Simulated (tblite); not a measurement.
All values are computed: GFN2-xTB (tblite) harmonic vibrations without scaling, gas phase. The method is semi-empirical: single wavenumbers can be off by several per cent or more. Modes of hydrogen on silicon can be 10 to 20 % off. One conformer each. Open shells enter through the occupations alone, without spin polarisation, and single modes of such species can be off by tens of per cent. Thermal functions are those of the rigid rotor and harmonic oscillator, without mixing of conformers.

Problem. Order these by their heat capacity Cp at 500 K, highest first (cal/(mol K)).
A. `[H]/N=C\[C@@]1(N)C[C@@H]2C[C]21` [radical]
B. `FC(F)=C(C=[N])F` [radical]
C. `[SiH3][S+][C@]12[C@@H]3C[C@H]1[C@H]2C3` [radical]
D. `C=C(/N=C\C/[C]=N\[H])C` [radical]
E. `C[S+]C1=CN=CS1` [radical]

Solution. C (56.1), D (51.6), A (50.0), E (40.2), B (31.1).

| SMILES | atoms | mass (u) | symmetry number | modes under 300 cm⁻¹ | ZPE (kcal/mol) | S translation (cal/(mol K)) | S rotation | S vibration | S spin | S | Cp |
| --- | --- | --- | --- | --- | --- | --- | --- | --- | --- | --- | --- |
| [SiH3][S+][C@@]12[C@H]3C[C@@H]1[C@@H]2C3 | 18 | 142.03 | 1 | 5 | 85.2 | 43.4 | 30.7 | 43.7 | 1.4 | 119.2 | 56.1 |
| [H]/N=[C]\C/C=N\C(=C)C | 17 | 109.08 | 1 | 7 | 83.9 | 42.6 | 29.9 | 46.1 | 1.4 | 120.0 | 51.6 |
| [H]/N=C\[C@@]1(N)C[C@@H]2C[C]21 | 17 | 109.08 | 1 | 5 | 87.0 | 42.6 | 29.3 | 34.5 | 1.4 | 107.7 | 50.0 |
| C[S+]c1cncs1 | 12 | 130.99 | 1 | 5 | 50.4 | 43.1 | 30.0 | 31.6 | 1.4 | 106.0 | 40.2 |
| [N]=CC(F)=C(F)F | 8 | 108.01 | 1 | 4 | 22.1 | 42.5 | 29.1 | 24.9 | 1.4 | 97.9 | 31.1 |

Entropies and Cp are for 500 K and 1 bar.
